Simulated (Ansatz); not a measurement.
NbS4. Charge 0, multiplicity 2. Geometry PBE0-D4/def2-SVP; atoms count from 1.

```xyz
5

Nb    0.9154   -0.1513   -0.0429
S    -0.8797   -0.3296   -1.5762
S    -0.5166    1.0105    1.4419
S     1.4576   -2.0659    0.7420
S    -0.9767    1.5364   -0.5647
```

In the def2 sets Nb takes a core potential; there is no spin–orbit coupling. The structure comes from a short search, and lower isomers may exist.

(1) Estimate the Mulliken populations from the PBE0/def2-TZVP orbitals of Ansatz.

(2) Where does the spin sit?

(3) And the Mayer bond orders between bonded heavy atoms (over 0.3)?

Answers

(1) 
| atom | charge (e) | spin (α − β) | d electrons |
| --- | --- | --- | --- |
| Nb1 | 0.92 | 1.12 | 3.36 |
| S2 | -0.25 | 0.01 | – |
| S3 | -0.25 | 0.01 | – |
| S4 | -0.42 | -0.12 | – |
| S5 | -0.01 | -0.01 | – |
Mulliken values and Mayer orders depend strongly on the basis.

(2) Summed by element: Nb 1.12, S -0.12, of 1 unpaired in all. Largest on single atoms: Nb1 1.12, S4 -0.12, S5 -0.01.

(3) Nb1–S2 1.03 (2.37 Å); Nb1–S3 1.03 (2.37 Å); Nb1–S4 2.20 (2.14 Å); Nb1–S5 0.39 (2.59 Å); S2–S5 1.07 (2.12 Å); S3–S5 1.07 (2.12 Å).
